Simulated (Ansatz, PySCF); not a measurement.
Complex: H2O (SMILES O) (first 3 atoms) with C4H6 (SMILES C=CC=C); geometry from B3LYP-D3(BJ)/def2-TZVP, rigid monomers moved along the line of their centres of mass till H2···C5 is 4.79 Å.
(charge 0, multiplicity 1):
| atom | x (Å) | y (Å) | z (Å) |
|---|---|---|---|
| O | 0.0111 | -0.4871 | -0.1496 |
| H | -0.7246 | -0.5760 | 0.4670 |
| H | 0.7359 | -0.1796 | 0.4067 |
| C | -1.7155 | -0.2680 | 5.2298 |
| C | -0.7536 | 0.6482 | 5.0997 |
| C | 0.6668 | 0.3511 | 5.1703 |
| C | 1.6293 | 1.2562 | 4.9804 |
| H | -1.4798 | -1.3102 | 5.4118 |
| H | -2.7626 | -0.0049 | 5.1660 |
| H | -1.0219 | 1.6849 | 4.9166 |
| H | 0.9348 | -0.6806 | 5.3796 |
| H | 2.6765 | 0.9920 | 5.0375 |
| H | 1.3939 | 2.2928 | 4.7688 |

Interaction energies are E(AB) − E(A) − E(B) at the monomers' geometry in the complex; basis-set methods are counterpoise corrected. Rows marked so take none.

Cores are frozen in the correlated methods. Rows in 3-21G carry no dispersion term and start afresh at each structure.

Codes used: Ansatz (Gaussian orbitals); PySCF for 3-21G rows, the dispersion terms. 

Question: Give the interaction energy at the level HF/3-21G (no counterpoise).

Answer: -0.6 kcal/mol

Ansatz is a program for electronic structure.
